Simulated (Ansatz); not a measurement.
SeOF₂⁺. Charge 1, multiplicity 2. Geometry PBE-D4/def2-TZVP, that of the neutral singlet; atoms count from 1.

Cartesian coordinates in Å:
```
Se -0.206 -0.319 -0.456
O 1.385 -0.254 -0.614
F -0.475 -0.789 1.237
F -0.704 1.362 -0.167
```

Q: Estimate the Mulliken populations from the PBE0/def2-TZVP orbitals of Ansatz.

A: 
```csv
atom,charge (e),spin (α − β)
Se1,1.26,0.02
O2,-0.02,0.80
F3,-0.12,0.09
F4,-0.12,0.09
```
Mulliken values depend strongly on the basis.

Q: Where does the spin sit?

A: Summed by element: Se 0.02, O 0.80, F 0.18, of 1 unpaired in all. Largest on single atoms: O2 0.80, F3 0.09, F4 0.09.

Q: And the Mayer bond orders between heavy atoms (over 0.3)?

A: Se1–O2 1.59 (1.60 Å); Se1–F3 1.08 (1.78 Å); Se1–F4 1.08 (1.78 Å).
